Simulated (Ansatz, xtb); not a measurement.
Pulling on the Zn1–Br3 bond in BrHZn (SMILES [ZnH][Br]) (multiplicity 1 held, fragments rigid). Energies count from the point at 2.258 Å.
Geometry at that point (charge 0, multiplicity 1):
```xyz
3

Zn     0.00000     0.00000    -1.17427
H      0.00000     0.00000    -2.69788
Br     0.00000     0.00000     1.08360
```

Restricted levels (R-, RO-) in cc, def2 and unpolarised 6-31G sets keep to the state of the molecule at rest. Active spaces are followed from a long bond inwards. Left out are points that failed, MP2 points that dive below the minimum, coupled-cluster points behind a jump of the amplitudes or a sharp parting from full CI or MRCI, small-basis points behind a change of solution, and semi-empirical points at long bonds. Curves can end on different states.

Correlated levels freeze the cores. Filled d and f shells under p-block atoms count as core.

Codes used: Ansatz (a program for electronic structure); xtb for the GFN methods. Each number belongs to the level named beside it. The GFN methods have no spin term and hold the electronic entropy of 300 K.

Energies in kcal/mol.

| R (Å) | GFN2-xTB | R-wB97X-V/def2-TZVPP | FIC-MRCISD on CASSCF(6,4)/def2-TZVPP | FIC-MRCISD+Q on CASSCF(6,4)/def2-TZVPP |
|---|---|---|---|---|
| 1.806 | 52.2 | 55.3 | 58.8 | 58.1 |
| 2.032 | 5.6 | 8.6 | 10.2 | 9.9 |
| 2.258 | 0.0 | 0.0 | 0.0 | 0.0 |
| 2.484 | 4.7 | 7.0 | 5.7 | 5.9 |
| 2.709 | 12.6 | 19.7 | 17.3 | 17.6 |
| 3.048 | 26.3 | 40.8 | 36.9 | 37.6 |
| 3.387 | 39.2 | 60.1 | 54.8 | 55.6 |
| 3.951 | 56.3 | 85.7 | 77.2 | 78.4 |
| 4.516 | 66.4 | 104.0 | 89.4 | 91.0 |
| 5.193 | 71.6 | 119.0 | 93.9 | 95.8 |
| 6.096 | left out | 131.3 | 94.9 | 96.9 |
| 7.225 | left out | 140.1 | 95.1 | 97.0 |

Doubts at one or more of the structures used: a restricted determinant that unrestricted orbitals would lower (R-wB97X-V/def2-TZVPP); active orbitals that take no part (FIC-MRCISD on CASSCF(6,4)/def2-TZVPP, FIC-MRCISD+Q on CASSCF(6,4)/def2-TZVPP).
